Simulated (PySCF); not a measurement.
AsH₂⁺: map over both bonds

Level of theory: PBE0 in PySCF with As def2-TZVP, H def2-TZVP; no relativity; density-fitted integrals.

Rigid scan from the singlet minimum (As–H 1.530 Å (×2); H–As–H 91.0°). Coordinate: rows scale the first bond (As–H), columns the second (As–H). Energies in kJ/mol from the minimum.

Give the energy map for rows 0.94, 0.97, 1.00, 1.04, 1.09, 1.15 and columns 0.94, 0.97, 1.00, 1.04, 1.09, 1.15.


| scale \ scale | 0.94 | 0.97 | 1.00 | 1.04 | 1.09 | 1.15 |
| --- | --- | --- | --- | --- | --- | --- |
| 0.94 | 16.8 | 10.4 | 8.5 | 11.5 | 22.2 | 41.9 |
| 0.97 | 10.4 | 3.9 | 2.0 | 5.0 | 15.6 | 35.4 |
| 1.00 | 8.5 | 2.0 | 0.0 | 3.0 | 13.6 | 33.3 |
| 1.04 | 11.5 | 5.0 | 3.0 | 5.9 | 16.5 | 36.1 |
| 1.09 | 22.2 | 15.6 | 13.6 | 16.5 | 27.0 | 46.6 |
| 1.15 | 41.9 | 35.4 | 33.3 | 36.1 | 46.6 | 66.1 |

And the size of the dipole moment (D, about the centre of mass) on the same grid?


```json
{"scale \\ scale": "0.94", "0.94": "1.13", "0.97": "1.12", "1.00": "1.12", "1.04": "1.11", "1.09": "1.11", "1.15": "1.12"}
{"scale \\ scale": "0.97", "0.94": "1.12", "0.97": "1.12", "1.00": "1.11", "1.04": "1.10", "1.09": "1.10", "1.15": "1.11"}
{"scale \\ scale": "1.00", "0.94": "1.12", "0.97": "1.11", "1.00": "1.10", "1.04": "1.09", "1.09": "1.09", "1.15": "1.10"}
{"scale \\ scale": "1.04", "0.94": "1.11", "0.97": "1.10", "1.00": "1.09", "1.04": "1.09", "1.09": "1.08", "1.15": "1.09"}
{"scale \\ scale": "1.09", "0.94": "1.11", "0.97": "1.10", "1.00": "1.09", "1.04": "1.08", "1.09": "1.08", "1.15": "1.08"}
{"scale \\ scale": "1.15", "0.94": "1.12", "0.97": "1.11", "1.00": "1.10", "1.04": "1.09", "1.09": "1.08", "1.15": "1.09"}
```

Other isomers or separated fragments may lie lower.

The scan took about 60 core-seconds on a shared host.
